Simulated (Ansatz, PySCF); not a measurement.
The pair A = HI (SMILES I) (first 2 atoms), B = C3H8 (SMILES CCC); geometry from B3LYP-D3(BJ)/def2-TZVP.
(charge 0, multiplicity 1):
```xyz
13

I     -0.07539    -0.14269    -0.62459
H      0.20738    -0.56264     0.90848
C      0.62936    -1.17217     3.62232
C      0.00130    -0.02515     4.40952
C     -0.62612     1.03767     3.51151
H      1.07198    -1.92097     4.28164
H     -0.11748    -1.67985     3.00534
H      1.42179    -0.80764     2.96252
H      0.76243     0.43733     5.04456
H     -0.75877    -0.42478     5.08708
H     -1.06797     1.84603     4.09671
H      0.11788     1.48009     2.84443
H     -1.41516     0.61120     2.88717
```

Frozen-core correlation. Filled d and f shells under p-block atoms count as core. CBS(a, b) extrapolates the correlation energy as X⁻³ and adds the Hartree–Fock energy of set b. MP2 and its Hartree–Fock in def2-TZVPPD are density fitted.

The values were computed with Ansatz (an electronic-structure program); PySCF for the dispersion terms. Values without a source in brackets are computed. In def2 rows elements past Kr take small-core potentials, without spin–orbit coupling.

The monomers are drawn apart, rigid, along the line of their centres of mass. Counterpoise-corrected interaction energies (kcal/mol):

```tsv
level	R = 5.574 Å	R = 6.699 Å
PBE/def2-TZVPPD	-0.2980	-0.0684
PBE-D3(BJ)/def2-TZVPPD	-0.7313	-0.2029
wB97M-V/def2-TZVPPD	-0.5246	-0.1705
MP2/CBS(def2-SVPD, def2-TZVPPD) + ΔCCSD(T)/def2-SVPD	-0.5595	-0.1707
```

### Question
R is the distance of the centres of mass. Find the local exponent m of E ∝ R⁻ᵐ between the two points.

### Answer

m = ln(E₁/E₂)/ln(R₂/R₁): PBE/def2-TZVPPD 8.0; PBE-D3(BJ)/def2-TZVPPD 7.0; wB97M-V/def2-TZVPPD 6.1; MP2/CBS(def2-SVPD, def2-TZVPPD) + ΔCCSD(T)/def2-SVPD 6.5. For scale, two fixed dipoles give m = 3, dipole and quadrupole 4, quadrupoles 5, and dispersion or dipole-induced dipole 6 at long range; at these distances several terms mix, and what is left of overlap and damping shifts m, so it need not match one of them.
